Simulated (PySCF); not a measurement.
Isomers of CH11FSi4, mass 153.992 u with the commonest isotopes. Method: CAM-B3LYP/def2-SVPD in PySCF (dipole) on a GFN2-xTB geometry, gas phase. One conformer each, none proved a minimum here; rigid rotors.

Question: Order these by radius of gyration √(Σ m r²/M), largest first.
A. `[F:1][SiH2:2][CH2:3][SiH:4]([SiH3:5])[SiH3:6]` with F1–Si2–C3–Si4 54°, Si2–C3–Si4–Si5 65°
B. `[F:1][SiH2:2][SiH2:3][CH2:4][SiH2:5][SiH3:6]` with F1–Si2–Si3–C4 41°, Si2–Si3–C4–Si5 56°, Si3–C4–Si5–Si6 59°
C. `[F:1][SiH2:2][Si@H:3]([SiH3:4])[CH2:5][SiH3:6]` with F1–Si2–Si3–Si4 -22°, Si2–Si3–C5–Si6 -176°
D. `[CH3:1][Si@H:2]([F:3])[SiH:4]([SiH3:5])[SiH3:6]` with C1–Si2–Si4–Si5 123°

Answer: C (2.426 Å), B (2.384 Å), D (2.270 Å), A (2.218 Å).

Question: Order these by rotational constant B, smallest first.
A. `[F:1][SiH2:2][CH2:3][SiH:4]([SiH3:5])[SiH3:6]` with F1–Si2–C3–Si4 54°, Si2–C3–Si4–Si5 65°
B. `[F:1][CH2:2][Si@@H:3]([SiH3:4])[SiH2:5][SiH3:6]` with F1–C2–Si3–Si4 -67°, C2–Si3–Si5–Si6 -64°
C. `[F:1][SiH2:2][SiH2:3][CH2:4][SiH2:5][SiH3:6]` with F1–Si2–Si3–C4 41°, Si2–Si3–C4–Si5 56°, Si3–C4–Si5–Si6 59°
D. `[F:1][SiH2:2][SiH2:3][CH:4]([SiH3:5])[SiH3:6]` with F1–Si2–Si3–C4 61°, Si2–Si3–C4–Si5 63°
E. `[F:1][SiH2:2][Si@H:3]([SiH3:4])[CH2:5][SiH3:6]` with F1–Si2–Si3–Si4 -22°, Si2–Si3–C5–Si6 -176°

Answer: C (676.0 MHz), E (744.8 MHz), B (864.5 MHz), D (922.3 MHz), A (1051 MHz).

Question: Order these by rotational constant C, largest first.
A. `[F:1][SiH2:2][SiH2:3][CH:4]([SiH3:5])[SiH3:6]` with F1–Si2–Si3–C4 61°, Si2–Si3–C4–Si5 63°
B. `[F:1][SiH2:2][CH2:3][SiH:4]([SiH3:5])[SiH3:6]` with F1–Si2–C3–Si4 54°, Si2–C3–Si4–Si5 65°
C. `[F:1][SiH2:2][SiH2:3][CH2:4][SiH2:5][SiH3:6]` with F1–Si2–Si3–C4 41°, Si2–Si3–C4–Si5 56°, Si3–C4–Si5–Si6 59°
D. `[F:1][SiH2:2][Si@H:3]([SiH3:4])[CH2:5][SiH3:6]` with F1–Si2–Si3–Si4 -22°, Si2–Si3–C5–Si6 -176°

Answer: A (788.8 MHz), B (746.6 MHz), C (665.5 MHz), D (571.8 MHz).

| SMILES | point group | Ia (u·Å²) | Ib (u·Å²) | Ic (u·Å²) | κ | μa (D) | μb (D) | μc (D) |
| --- | --- | --- | --- | --- | --- | --- | --- | --- |
| F[SiH2]C[SiH]([SiH3])[SiH3] | C1 | 358.12 | 480.70 | 676.93 | -0.08 | 0.03 | 1.26 | 1.53 |
| F[SiH2][SiH2]C[SiH2][SiH3] | C1 | 242.89 | 747.62 | 759.42 | -0.99 | 0.81 | 1.36 | 0.20 |
| C[Si@H](F)[SiH]([SiH3])[SiH3] | C1 | 358.64 | 477.13 | 751.20 | 0.05 | 0.26 | 1.54 | 0.68 |
| F[SiH2][SiH2]C([SiH3])[SiH3] | C1 | 299.74 | 547.95 | 640.69 | -0.70 | 0.95 | 1.31 | 1.01 |
| F[SiH2][Si@H]([SiH3])C[SiH3] | C1 | 250.35 | 678.59 | 883.85 | -0.76 | 1.54 | 1.37 | 0.12 |
| FC[Si@@H]([SiH3])[SiH2][SiH3] | C1 | 324.42 | 584.56 | 649.17 | -0.78 | 0.70 | 0.02 | 1.31 |
